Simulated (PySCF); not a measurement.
C₄H₇Br, SMILES CC1(Br)CC1. Geometry: r2SCAN-D4/def2-SVP.

Computed equilibrium geometry at r2SCAN-D4/def2-SVP (PySCF confirms it by a frequency run) as Cartesian coordinates in Å, and its point group:
point group Cs.
```xyz
12

C      1.6188    -1.1649     0.0000
C      0.1684    -0.7663     0.0000
Br    -0.0608     1.1720     0.0000
C     -0.8542    -1.5568    -0.7563
C     -0.8542    -1.5568     0.7563
H      2.1361    -0.7818     0.8931
H      1.6969    -2.2645     0.0000
H      2.1361    -0.7818    -0.8931
H     -0.5003    -2.4486    -1.2851
H     -1.6564    -1.0133    -1.2620
H     -0.5003    -2.4486     1.2851
H     -1.6564    -1.0133     1.2620
```
